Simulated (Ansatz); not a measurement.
Reaction (germylene formation by 1,1-elimination): `[CH3][GeH2][CH2]S` → `[CH3][GeH]` + CH₃SH

Gas-phase electronic energies from Ansatz, PBE0-D4/def2-TZVP geometries. CCSD(T)/CBS adds triple-zeta CCSD(T) − MP2 to the extrapolated MP2 energy (def2 sets, frozen cores). This one scheme is used for every species. Functionals use def2-TZVPP. B3LYP here is the variant with VWN-RPA as its local correlation; programs differ in this. For Ge outer-core shells are correlated without core-valence functions, which leaves a few kJ/mol of doubt a bond. Scalar relativity is left out up to krypton. Each species was taken in one conformer, which may not be the lowest.

`[CH3][GeH2][CH2]S`:

Cartesian coordinates in Å:
```
C -0.424 1.571 -0.713
Ge 0.423 0.459 0.644
C 0.614 -1.380 -0.024
S -0.982 -2.148 -0.393
H -1.358 1.107 -1.032
H -0.638 2.564 -0.318
H 0.231 1.673 -1.580
H -0.447 0.395 1.917
H 1.814 1.015 1.024
H 1.150 -1.357 -0.975
H 1.191 -2.001 0.663
H -1.572 -1.899 0.787
```

`[CH3][GeH]`:

Z-matrix (Å, degrees):
```
C
Ge 1 1.989
H 1 1.095 2 109.6
H 1 1.096 2 109.2 3 -116.0
H 1 1.090 2 112.8 3 122.2
H 2 1.601 1 93.1 3 57.3
```

CH₃SH:

```xyz
6

C     0.431   -0.221   -0.080
S    -1.371   -0.114   -0.029
H     0.855    0.499   -0.779
H     0.666   -1.225   -0.432
H     0.868   -0.089    0.909
H    -1.450    1.150    0.412
```

Is it downhill or uphill in electronic energy at CCSD(T)/CBS, and by how much? (Best estimate.)

Ansatz gave: Uphill: ΔE = +1.59 eV.

What do these levels give: r2SCAN-D4, PBE, r2SCAN, B3LYP, HF/def2-TZVPP, CCSD(T)/def2-TZVPP? (An estimate is asked.)

Ansatz gave: r2SCAN-D4 1.67, PBE 1.41, r2SCAN 1.64, B3LYP 1.21, HF/def2-TZVPP 1.24, CCSD(T)/def2-TZVPP 1.66 eV.

Largest T1 diagnostic among the species: 0.011.

From PBE to PBE0 (25 % exact exchange), in def2-TZVPP and without D4, ΔE moves by +0.12 eV. In def2-TZVPP, CCSD(T) changes the Hartree–Fock value by +0.42 eV (the triples alone add +0.06 eV) and MP2 by +0.60 eV. The D4 term adds +0.18 eV with B3LYP and +0.10 eV with PBE0; it sums over pairs of atoms, weighted by their polarisabilities, and B3LYP, whose exchange is more repulsive, gets the larger term.
